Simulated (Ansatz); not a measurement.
Cl₂Te, charge -1, doublet, geometry from GFN2-xTB (a state made from the parent by changing its charge; the spin is typed, not shown lowest) (core potentials on Te) (a gas-phase anion, which may not be bound at this level); Ansatz (a first-principles code) with BHLYP/def2-TZVP.

Input for Ansatz:
Ansatz 0.2 input:
```yaml
crystal:
  periodic: [false, false, false]
  atoms:
    - {symbol: Te, position_ang: [-0.00248112, 0.00245025, 0.12822818]}
    - {symbol: Cl, position_ang: [1.61679764, 1.97015479, -0.20262164]}
    - {symbol: Cl, position_ang: [-1.60920833, -1.97764968, -0.18960572]}
basis:
  gaussian:
    orbitals: def2-TZVP
hamiltonian:
  xc: {name: BHLYP}
total_charge: -1
magnetization: {spin_polarized: true, initial_magnetization: 1}
```

Question: What does Ansatz print? Leave out banner, timings and long lists.

Answer: 
```
Functional definition: BHLYP
1083 factors; their error is unknown
mean field evaluation 1: about -32339.9539 eV, gradient 1.0e1 eV
mean field evaluation 2: about -32340.1928 eV, gradient 8.6e0 eV
mean field evaluation 4: about -32340.5656 eV, gradient 5.1e-1 eV
mean field evaluation 8: about -32341.1537 eV, gradient 9.1e-1 eV
mean field evaluation 16: about -32341.1552 eV, gradient 4.9e-4 eV
mean field -32341.15516991 eV, -1188.5155308719 hartree, gradient 4.0e-6 eV, S^2 0.754847; 1 other end points of the search recorded, 0 dependent functions left out
reference -32341.15531639 eV, -1188.5155362550 hartree; 30, 29 occupied and 94, 95 virtual orbitals, 1083 factors
Total energy: -32341.15531639 eV, -1188.5155362550 hartree
```
